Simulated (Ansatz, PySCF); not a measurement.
Spin states of HOW (SMILES [OH][W]), each relaxed with B3LYP-D3(BJ)/def2-TZVP.
State 1 (charge 0, multiplicity 4):
```json
[
 {"atom": "W", "x (Å)": "-0.9526", "y (Å)": "-0.6613", "z (Å)": "-0.8255"},
 {"atom": "O", "x (Å)": "0.4218", "y (Å)": "-0.1214", "z (Å)": "0.2830"},
 {"atom": "H", "x (Å)": "0.4976", "y (Å)": "0.8300", "z (Å)": "0.4722"}
]
```
State 2 (charge 0, multiplicity 6):
| atom | x (Å) | y (Å) | z (Å) |
|---|---|---|---|
| W | -0.9961 | -0.6968 | -0.8631 |
| O | 0.4336 | -0.0973 | 0.2951 |
| H | 0.5294 | 0.8415 | 0.4976 |

Singlets are restricted, other states unrestricted; no spin–orbit coupling, no relativity up to Kr; see below for the cores. The largest T1 diagnostic is 0.048.

Codes used: Ansatz (a quantum-chemistry and plane-wave program); PySCF for the dispersion terms. Values without a source in brackets are computed. In def2 rows elements past Kr take small-core potentials, without spin–orbit coupling.

Q: One of these levels gives -12.16 kcal/mol for the energy of the multiplicity-6 state less that of the multiplicity-4 state. Name it.
A. PBE/def2-TZVPP
B. r2SCAN/def2-TZVPP
C. CAM-B3LYP-D3(BJ)/def2-TZVPP
D. PBE0/def2-TZVPP

A: B, r2SCAN/def2-TZVPP. The others give -4.32 (PBE/def2-TZVPP), -8.99 (PBE0/def2-TZVPP), 1.13 (CAM-B3LYP-D3(BJ)/def2-TZVPP)

Doubts at one or more of the structures used: a spin-contaminated determinant (r2SCAN/def2-TZVPP).
